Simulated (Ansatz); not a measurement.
ZnF2 was relaxed with r2SCAN-D4 (def2-TZVP) in Ansatz in these states: neutral quintet, neutral singlet, neutral triplet. The geometries follow in no particular order.

A:

```tsv
atom	x (Å)	y (Å)	z (Å)
Zn1	0.000	0.000	0.000
F2	-0.121	-1.013	2.460
F3	0.121	1.013	-2.460
```

B:

Cartesian coordinates in Å:
```
Zn 0.2619 0.8176 -0.7101
F 0.7060 -0.2111 0.8914
F -0.9679 -0.6065 -0.1814
```

C:

```
atom   x (Å)   y (Å)   z (Å)
 Zn1   0.000   0.000   0.000
  F2   0.140   0.030  -1.720
  F3  -0.139  -0.030   1.720
```

**Question.** Judge from the bond lengths which geometry belongs to which state (an estimate).

**Answer.** A is the neutral quintet (Zn1–F3 2.663 Å, Zn1–F2 2.663 Å); B is the neutral triplet (Zn1–F3 1.954 Å, Zn1–F2 1.954 Å); C is the neutral singlet (Zn1–F3 1.726 Å, Zn1–F2 1.726 Å).

At PBE0-D4/def2-TZVP a singlet lies 11.59 eV below the neutral quintet. At PBE0-D4/def2-TZVP a singlet lies 4.30 eV below the neutral triplet. These are the stationary points nearest to one start from a short search; other shapes may lie lower in each state. The neutral quintet has come apart into loosely held pieces.
